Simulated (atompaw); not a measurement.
# Cutoff test, Sb (Z = 51), PAW (atompaw)

antimony, PAW, made with atompaw 4.2.0.5 (PBEsol, scalar-relativistic). Core [Kr], reference 4d10 5s1.5 5p3.5. Waves: 5s (bound): rc 1.90 bohr; 5s channel at -0.1 Ry: rc 1.85 bohr; 5p (bound): rc 1.90 bohr; 5p channel at 0.6 Ry: rc 1.90 bohr; 4d (bound): rc 1.90 bohr; 4d channel at -0.45 Ry: rc 1.50 bohr. Local part: vpsmatchnc scheme with l = 3 at -0.5 Ry, radius 1.70 bohr. Core correction: smooth core density matched at 1.40 bohr. Augmentation charge: besselshape compensation charge, radius 1.50 bohr; PAW radius 1.90 bohr; waves and projectors: custom rrkj vanderbiltortho.

The pseudo-atom Hamiltonian at the reference potential is diagonalised in spherical Bessel functions j_l(qr) that vanish at 20 bohr, with q² up to the cutoff. All-electron valence levels (Ry): 5s -0.9763, 5p -0.3778, 4d -2.5107.

Question: How do the lowest levels (Ry) of each channel move with the cutoff, and are there ghosts?

Answer:

```
cutoff (Ry)      s #1     s #2      p #1     p #2    p #3     d #1    f #1    f #2  Σ f·Δε (mRy)
          8   -4.7458  -0.9635   -0.3770   0.0252  0.1223  -1.5790  0.1103  0.2323        9338.8
         10  -11.1447  -0.9745   -0.3775   0.0252  0.1223  -1.9411  0.1103  0.2323        5699.8
         15  -33.9917  -0.9757   -0.4591  -0.3767  0.0253  -2.3386  0.1103  0.2323        1725.8
         18  -54.1072  -0.9760   -2.3841  -0.3776  0.0252  -2.4545  0.1103  0.2323         563.1
         21  -63.9551  -0.9762   -3.9212  -0.3776  0.0252  -2.4878  0.1103  0.2322         230.1
         30  -75.1977  -0.9763   -6.9066  -0.3778  0.0252  -2.5095  0.1103  0.2322          12.2
         35  -77.6153  -0.9764   -7.9452  -0.3778  0.0252  -2.5101  0.1103  0.2322           6.1
         40  -78.9320  -0.9764   -8.5377  -0.3778  0.0252  -2.5102  0.1103  0.2322           4.7
         45  -79.4619  -0.9764   -9.2796  -0.3778  0.0252  -2.5104  0.1103  0.2322           2.6
         55  -80.0531  -0.9764   -9.9957  -0.3778  0.0252  -2.5106  0.1103  0.2322           0.9
         60  -80.1270  -0.9764  -10.2529  -0.3778  0.0252  -2.5106  0.1103  0.2322           0.8
        400  -80.3024  -0.9764  -11.2387  -0.3779  0.0252  -2.5107  0.1103  0.2322           0.0
```

Result: ghost states, extra bound levels that the all-electron valence spectrum of the same l lacks: s at -1092.6 eV, p at -152.9 eV (a true bound ghost makes a file unfit for plane-wave use); 10 mRy is reached at 35 Ry and 1 mRy at 50 Ry.
